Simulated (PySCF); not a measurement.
Se(Me)(OSiH3) (CH6OSeSi), SMILES C[Se]O[SiH3]. Geometry: PBE-D3(BJ)/def2-SVP. The structure was generated by enumeration, and PubChem lists no compound with its InChIKey, so it may never have been made. Other conformers were not sampled.

**Question.** Give the equilibrium geometry at PBE-D3(BJ)/def2-SVP (PySCF confirms it by a frequency run) as bond lengths and angles. (Estimate from the structure and the level; the computed values follow.)

**Answer.** Several could match; the one computed here: 
Atoms: Se1 C2 H3 H4 H5 O6 Si7 H8 H9 H10. Bonded distances (Å): Se1–C2 1.950, Se1–O6 1.854, C2–H3 1.109, C2–H4 1.106, C2–H5 1.106, O6–Si7 1.700, Si7–H8 1.505, Si7–H9 1.502, Si7–H10 1.507. Angles (°): C2–Se1–O6 96.9, Se1–C2–H3 106.3, Se1–C2–H4 111.0, Se1–C2–H5 109.6, H3–C2–H4 109.5, H3–C2–H5 109.5, H4–C2–H5 110.9, Se1–O6–Si7 114.1, O6–Si7–H8 112.0, O6–Si7–H9 104.9, O6–Si7–H10 111.3, H8–Si7–H9 109.9, H8–Si7–H10 108.9, H9–Si7–H10 109.8.
